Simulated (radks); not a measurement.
Problem. The mean radii <r> (bohr) of the occupied orbitals of an atom or ion are listed with their occupations. Method: scalar-relativistic Kohn-Sham, PBE, spin-unpolarised, spherical densities, point nucleus; computed with a radial shooting solver on a logarithmic mesh with Libxc functionals.

| orbital | occ. | <r> |
|---|---|---|
| 1s | 2 | 0.03177 |
| 2s | 2 | 0.1326 |
| 2p | 3 | 0.1144 |

Name the element and its charge.

Solution. Z = 46, palladium, charge +39: Pd39+ in [He] 2s2 2p3. The 1s radius gives Z: for a bare nucleus <r> = (2 gamma + 1)/(2Z) with gamma = sqrt(1 - (Z/c)^2), 0.03135 bohr for Z = 46, and screening makes it slightly larger (0.03177 here). The occupations add up to 7, and the charge is Z minus that.
